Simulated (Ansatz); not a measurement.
Relaxation of Ga2PF3 with RKS PBE-D4/def2-SVP.

```sh
$ ansatz run in.yaml --threads 4 --pin off --events-out ev --progress --plain --max-ram 4787MiB
```

```yaml
crystal:
  periodic: [false, false, false]
  atoms:
    - {symbol: Ga, position_ang: [2.978770, -0.366370, 1.097880]}
    - {symbol: Ga, position_ang: [-0.245120, 0.079560, -0.267570]}
    - {symbol: P, position_ang: [-2.194590, 0.209480, -1.506170]}
    - {symbol: F, position_ang: [1.714870, -0.640000, -0.664240]}
    - {symbol: F, position_ang: [-3.084060, 0.335900, -0.081040]}
    - {symbol: F, position_ang: [0.830130, 0.381430, 1.421140]}
basis:
  gaussian: {orbitals: def2-SVP}
hamiltonian: {xc: pbe, dispersion: d4}
scf: {lower_state_search: "off"}
output: {orbitals: {seedname: orbitals}}
relax: {f_tol: 0.02, max_steps: 100}
```

Hardware: 4 threads of Arm Neoverse V1 on a shared host. Wall time 8.5 s.

Positions (Å) and forces (eV/Å) at steps 1, 2, 3, 4, 5, 6, 7, 8 of 8:

```xyz
6
step=1 energy=-122147.7790 eV
Ga    2.979   -0.366    1.098   -1.693    0.176   -0.871
Ga   -0.245    0.080   -0.268    1.882   -0.290    0.378
P    -2.195    0.209   -1.506    0.756   -0.120    0.855
F     1.715   -0.640   -0.664   -0.356    0.378    0.561
F    -3.084    0.336   -0.081   -0.309    0.113   -0.186
F     0.830    0.381    1.421   -0.280   -0.257   -0.737
6
step=2 energy=-122148.2364 eV
Ga    2.804   -0.337    1.020   -0.433    0.074   -0.126
Ga   -0.098    0.051   -0.245    0.541   -0.118    0.354
P    -2.053    0.166   -1.379   -0.487   -0.021    0.680
F     1.741   -0.649   -0.746   -0.605    0.432    0.483
F    -3.193    0.381   -0.120    0.876   -0.035   -0.667
F     0.799    0.388    1.471    0.108   -0.333   -0.725
6
step=3 energy=-122148.3282 eV
Ga    2.715   -0.314    1.009   -0.006    0.025    0.080
Ga   -0.105    0.031   -0.250    0.106   -0.070   -0.068
P    -2.023    0.105   -1.409   -0.350    0.109    0.935
F     1.696   -0.602   -0.750   -0.307    0.213    0.209
F    -3.031    0.428   -0.054    0.510   -0.100   -0.770
F     0.749    0.352    1.453    0.047   -0.177   -0.386
6
step=4 energy=-122148.3502 eV
Ga    2.696   -0.223    1.055    0.020    0.060    0.268
Ga   -0.077   -0.095   -0.361   -0.116    0.106    0.359
P    -2.100   -0.001   -1.306    0.474   -0.323   -0.795
F     1.763   -0.502   -0.740   -0.047   -0.084   -0.272
F    -2.967    0.617   -0.062   -0.393    0.288    0.710
F     0.685    0.204    1.413    0.063   -0.046   -0.269
6
step=5 energy=-122148.3521 eV
Ga    2.710   -0.231    1.076   -0.109   -0.005   -0.205
Ga   -0.114   -0.127   -0.283   -0.169    0.120   -0.258
P    -2.026    0.167   -1.385   -0.048   -0.103    0.236
F     1.677   -0.579   -0.758    0.265   -0.020    0.150
F    -2.979    0.456   -0.028    0.016    0.066   -0.150
F     0.732    0.313    1.378    0.046   -0.058    0.227
6
step=6 energy=-122148.3801 eV
Ga    2.761   -0.279    0.989   -0.055    0.001   -0.061
Ga   -0.125   -0.020   -0.191    0.227   -0.003    0.126
P    -2.009    0.015   -1.332   -0.175   -0.045   -0.298
F     1.657   -0.511   -0.762    0.015    0.010    0.082
F    -3.082    0.544   -0.175   -0.037    0.039    0.130
F     0.798    0.251    1.471    0.025   -0.002    0.020
6
step=7 energy=-122148.3874 eV
Ga    2.727   -0.252    1.031    0.006    0.001    0.002
Ga   -0.106   -0.047   -0.268   -0.003    0.003    0.004
P    -2.047    0.029   -1.351   -0.024    0.004    0.001
F     1.701   -0.526   -0.752   -0.002   -0.001   -0.001
F    -3.020    0.550   -0.092    0.021   -0.006   -0.012
F     0.746    0.247    1.432    0.002   -0.001    0.006
6
step=8 energy=-122148.3874 eV
Ga    2.727   -0.249    1.030    0.000    0.000   -0.001
Ga   -0.107   -0.048   -0.267   -0.001   -0.001   -0.001
P    -2.049    0.028   -1.352    0.001    0.001    0.000
F     1.700   -0.526   -0.752    0.001    0.000    0.001
F    -3.017    0.552   -0.092   -0.001    0.000    0.001
F     0.745    0.244    1.434    0.000    0.000    0.000
```

Another isomer (singlet) lies 1.52 eV lower at PBE0-D4/def2-TZVP; other spin states weren't run for this one.
